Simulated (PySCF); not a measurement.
An unknown shows these calculated signals:

¹H NMR (400 MHz, computed): δ 9.95 (s, 1H), 8.81 (ddd, J = 8.7, 6.4, 1.6 Hz, 1H), 7.90 (m, 1H), 7.44 (t, J = 8.4 Hz, 1H), 7.40 (dd, J = 10.7, 9.3 Hz, 1H).

¹³C{¹H} NMR (computed): δ 189.2 (CH, d, J = 9.7 Hz), 171.9 (C, d, J = 326.6 Hz), 146.9 (CH, d, J = 6.9 Hz), 141.6 (CH), 128.3 (CH), 126.2 (C, d, J = 3.2 Hz), 120.2 (CH, d, J = 18.2 Hz).

Level of theory: GIAO HF/pcSseg-1 shieldings, J: B3LYP/pcJ-1 (spin–dipole term only in couplings to heteroatoms), geometry: PBE0-D3(BJ)/def2-SVP, in PySCF (one computed conformer, non-relativistic, isolated molecule).

Chemical shifts δ = σref − σ; ¹H and ¹³C against TMS, all at this level.

Q: Which of these does the molecule contain: a vinyl group CH=CH2, a benzene ring, an N-methyl group, an aldehyde, an ester?

A: 
- A vinyl group CH=CH2: no.
- A benzene ring: yes.
- An N-methyl group: no.
- An aldehyde: yes (δC 189.2; δH 9.95 (s)).
- An ester: no.

The data belong to `O=Cc1ccccc1F`, C7H5FO; they needn't prove each group on their own.

Carbon signals by region: 2 in the far downfield region (above 160 ppm), 5 in the sp2 and nitrile region (100–160 ppm). Above 160 ppm: 189.2, aldehyde carbonyl carbon, 171.9, aromatic carbon bearing fluorine.

C–F couplings over four or more bonds (about 3 Hz to the para carbon of a fluoroarene) are left out. Common functionals overestimate the size of one-bond C–F couplings by tens of Hz; these are unscaled. Splittings below 1 Hz are ignored in the labels, and close J values are merged. Unscaled 3J(H,H) at this level run about 10 % above measured values. Shifts are as computed. Against solution values, carbons near 30 ppm lie about -0 ppm off and those near 130 ppm about +7 ppm. Of 1211 compounds with measured shifts, 218 miss one by over three times the rms of a fit or turn the order of signals round; such compounds aren't used in these exercises.
